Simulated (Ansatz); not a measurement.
The same path of C₂H₇GeI (11 atoms, charge 0, multiplicity 1) was run 3 times with different band settings. The coordinate that changes most is the dihedral H9–C2–Ge3–I4.

Computed with Ansatz 0.2.0, RKS r2SCAN-D4/def2-SVP.

Relaxed end points:

```xyz
11
Properties=species:S:1:pos:R:3
C -0.531 1.310 0.327
C -0.267 -0.137 0.732
Ge 0.819 -1.140 -0.548
I -0.412 -1.220 -2.767
H -1.070 1.365 -0.632
H -1.143 1.828 1.083
H 0.406 1.879 0.214
H 0.272 -0.194 1.695
H -1.209 -0.695 0.866
H 2.166 -0.453 -0.827
H 1.034 -2.601 -0.122
```

```xyz
11
Properties=species:S:1:pos:R:3
C -0.019 1.345 0.715
C -0.609 -0.019 0.358
Ge 0.546 -1.030 -0.856
I -0.525 -3.283 -1.312
H 0.129 1.975 -0.177
H -0.687 1.898 1.396
H 0.956 1.251 1.220
H -0.764 -0.639 1.257
H -1.592 0.081 -0.131
H 0.706 -0.328 -2.215
H 1.926 -1.307 -0.237
```

Common settings: spring 5.0 eV/Å²; start path IDPP; force threshold 0.05 eV/Å; iteration limit 60; end points relaxed.

| run | movable images | climbing image | optimiser | largest step |
| --- | --- | --- | --- | --- |
| 1 | 5 | yes | quadratic models (default) | default |
| 2 | 5 | yes | fire | 0.02 Å |
| 3 | 3 | no | quadratic models (default) | default |

(1) What does each run give, and how far can it be trusted?

Results:

(1) Run 1: converged after 4 iterations, highest image 0.075 eV above the first end. A vibrational analysis at the climbing image gives one clearly imaginary mode, 58i cm⁻¹: a first-order saddle point.
Run 2: converged after 16 iterations, highest image 0.074 eV above the first end. Another band between the same ends (5 images) ends at a top of the same energy, where a vibrational analysis finds 1 clearly imaginary mode.
Run 3: converged after 4 iterations, highest image 0.075 eV above the first end. No image climbed, so the highest image needn't sit at the top of the path. So few images can step over the top or miss a turn of the path.
